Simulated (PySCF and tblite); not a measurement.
Values are calculated unless marked as measured or tabulated.
System: C₄H₁₀FNO₂Si, numbered as in [CH3:1][NH:2][Si@@:3]([CH3:4])([F:5])[O:6][C:7]([CH3:8])=[O:9].

Motion: shift of Si3 from O6 to O9. GFN2-xTB gives an electronic barrier of 15.9 kcal/mol and a reaction energy of 1.8 kcal/mol.

HF energies on a tight-binding saddle of a bond shift can be off by several kcal/mol.

B3LYP/pcSseg-1 + D3(BJ) on GFN2-xTB geometries gives 11.9 kcal/mol and k(298 K) = 4380 s⁻¹.

Question: What does HF/pcSseg-1 + D3(BJ) give on GFN2-xTB geometries?

Answer: A barrier of 17.1 kcal/mol, 5.3 above the first HF barrier (from unrounded values), a reaction energy of 1.9 kcal/mol and, with GFN2-xTB thermal terms, ΔG‡(298 K) = 17.8 kcal/mol and k = 0.6 s⁻¹ (1 equivalent path).

Programs: tblite and PySCF.
